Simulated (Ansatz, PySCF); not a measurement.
trisilylphosphine (H₉PSi₃), singlet, at a GFN2-xTB geometry, with bond 7-1 at 1.8 times its length. Base run: CASSCF(4,6)/6-31G run with PySCF.

The PySCF input:
```python
from pyscf import gto, scf, mcscf
import numpy

mol = gto.Mole()
mol.atom = '''
    Si   -0.72949057    1.82091015   -0.42507005
    P     0.19515043   -0.17641820   -0.73604258
    Si    1.85955252   -0.16453641    0.73725642
    Si   -1.27716965   -1.52306060    0.24321206
    H     0.23420877    2.81164323   -0.89764501
    H    -1.05261768    2.08112431    0.98109286
    H    -2.93392139    1.86578546   -1.85777094
    H     2.83243506    0.81915438    0.26880416
    H     2.42421584   -1.51179338    0.74462198
    H     1.41505132    0.18875529    2.08892958
    H    -0.68895982   -2.86009729    0.24596686
    H    -2.49354916   -1.47622086   -0.56418650
    H    -1.58435856   -1.11851753    1.61849175
'''
mol.basis = '6-31g'
mol.verbose = 4
mol.build()

mf = scf.RHF(mol)
mf.kernel()
mc = mcscf.CASSCF(mf, 6, 4)
mc.fix_spin_(ss=0.0)
mc.kernel()
occ = numpy.linalg.eigvalsh(mc.fcisolver.make_rdm1(mc.ci, mc.ncas, mc.nelecas))[::-1]
ss = mc.fcisolver.spin_square(mc.ci, mc.ncas, mc.nelecas)[0]
print('natural occupations', occ.round(4), ' <S^2>', round(ss, 4))
```

Programs used: Ansatz (a quantum-chemistry and plane-wave program), PySCF; a row that names a program was run with it.

The base run was repeated with changes; each row names its change, and settings that it needs were set with it.

```json
[
 {"change": "base", "ΔE vs base (kcal/mol)": "0.000", "natural occupations": "1.98 1.74 0.26 0.02 0.00 0.00", "<S^2> of the state": "0.00"},
 {"change": "active space = 8 electrons, 9 orbitals", "ΔE vs base (kcal/mol)": "-18.08", "natural occupations": "1.98 1.98 1.97 1.75 0.25 0.02 0.02 0.02 0.00", "<S^2> of the state": "0.00"},
 {"change": "active space = 4 electrons, 5 orbitals", "ΔE vs base (kcal/mol)": "0.331", "natural occupations": "1.98 1.74 0.26 0.02 0.00", "<S^2> of the state": "0.00"},
 {"change": "active space = 10 electrons, 9 orbitals", "ΔE vs base (kcal/mol)": "-18.45", "natural occupations": "1.99 1.98 1.98 1.98 1.75 0.26 0.03 0.02 0.02", "<S^2> of the state": "0.00"},
 {"change": "active space = 6 electrons, 7 orbitals", "ΔE vs base (kcal/mol)": "-8.57", "natural occupations": "1.98 1.97 1.75 0.25 0.02 0.02 0.00", "<S^2> of the state": "0.00"},
 {"change": "fix_spin_ = off", "ΔE vs base (kcal/mol)": "0.000", "natural occupations": "1.98 1.74 0.26 0.02 0.00 0.00", "<S^2> of the state": "0.00"},
 {"change": "orbitals = fixed (CASCI)", "ΔE vs base (kcal/mol)": "18.00", "natural occupations": "2.00 1.83 0.17 0.00 0.00 0.00", "<S^2> of the state": "0.00"},
 {"change": "orbitals = fixed (CASCI); correction = SC-NEVPT2", "ΔE vs base (kcal/mol)": "-132.2", "natural occupations": "2.00 1.83 0.17 0.00 0.00 0.00", "<S^2> of the state": "0.00"},
 {"change": "state_average = 2 states", "ΔE vs base (kcal/mol)": "8.09", "natural occupations": "-", "<S^2> of the state": "-"},
 {"change": "conv_tol = 1e-5", "ΔE vs base (kcal/mol)": "0.011", "natural occupations": "1.98 1.74 0.26 0.02 0.00 0.00", "<S^2> of the state": "0.00"},
 {"change": "code = ansatz", "ΔE vs base (kcal/mol)": "-4.50", "natural occupations": "-", "<S^2> of the state": "-"}
]
```

Active orbitals are taken around the Fermi level unless the row says otherwise; CASSCF can end in different local minima, and two programs can end on different orbitals. State-averaged rows give the lowest state.
